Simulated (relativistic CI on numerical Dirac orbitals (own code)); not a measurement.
# Charge states of tellurium

Calculated at this level of theory: Dirac-Coulomb-Breit CI, orbitals from a KLI potential per configuration, model QED (radiative potential, 1s self-energy scaled to tabulated hydrogen-like ionisation energies), valence Slater integrals scaled by 0.9 (own radial code, finite nucleus).

Each species is treated in one configuration, given outside its closed core. Radial values are for the open shell of highest l, unscaled and averaged over j; ζ includes the Breit term. Labels give the leading LS character, summed over repeated terms.

```
  Ion  Configuration  Its lowest level  LS weight (%)       Next level    E (cm⁻¹)  F² (cm⁻¹)  F⁴ (cm⁻¹)  ⟨r⟩ (bohr)  ⟨r²⟩ (bohr²)
Te24+           3d10              1S_0            100                                                                             
Te25+            3d9            2D_5/2            100           2D_3/2       89166                            0.2835       0.09422
Te26+            3d8              3F_4             94             1D_2       43850     360600     231700      0.2799       0.09165
Te27+            3d7            4F_9/2             77  J = 3/2 (mixed)       61540     366000     235400      0.2763       0.08919
Te28+            3d6                 ?              ?                ?           ?          ?          ?           ?             ?
Te29+            3d5            6S_5/2             62  J = 5/2 (mixed)       82687     376700     242700      0.2695       0.08461
Te30+            3d4     J = 0 (mixed)             48             5D_1       61786     382000     246300      0.2663       0.08247
Te31+            3d3            4F_3/2             69           4F_5/2       70232     387300     249900      0.2632       0.08043
Te32+            3d2              3F_2             83             3F_3       94895     392500     253400      0.2601       0.07847
Te33+             3d            2D_3/2            100           2D_5/2      112580                            0.2571       0.07659
Te34+        3s2.3p6              1S_0            100                                                                             
Te35+        3s2.3p5           2P°_3/2            100          2P°_1/2      526440                            0.2843       0.09327
Te36+        3s2.3p4              3P_2             72             1S_0       95976     350400                 0.2822       0.09189
Te37+        3s2.3p3   J = 3/2 (mixed)             44          4S°_3/2      477680     352800                 0.2801       0.09056
Te38+        3s2.3p2              3P_0             74             3P_1      496780     355100                 0.2781       0.08926
Te39+         3s2.3p           2P°_1/2            100          2P°_3/2      563910                            0.2761       0.08799
Te40+            3s2              1S_0            100                                                                             
Te41+             3s            2S_1/2            100                                                         0.2819       0.09048
Te42+        2s2.2p6              1S_0            100                                                                             
Te43+        2s2.2p5           2P°_3/2            100          2P°_1/2  2.2859e+06                            0.1012       0.01244
Te44+        2s2.2p4              3P_2             70             1S_0      284360     945900                 0.1003       0.01221
Te45+        2s2.2p3   J = 3/2 (mixed)             46          4S°_3/2  2.1882e+06     954700                0.09948         0.012
Te46+        2s2.2p2              3P_0             71             3P_1  2.2612e+06     963400                0.09866       0.01179
Te47+         2s2.2p           2P°_1/2            100          2P°_3/2  2.4738e+06                           0.09786       0.01159
```

(1) Fill in the row of Te28+.

Answers

(1) Its lowest level 5D_4; LS weight (%) 65; Next level J = 2 (mixed); E (cm⁻¹) 36296; F² (cm⁻¹) 371400; F⁴ (cm⁻¹) 239000; ⟨r⟩ (bohr) 0.2729; ⟨r²⟩ (bohr²) 0.08685.
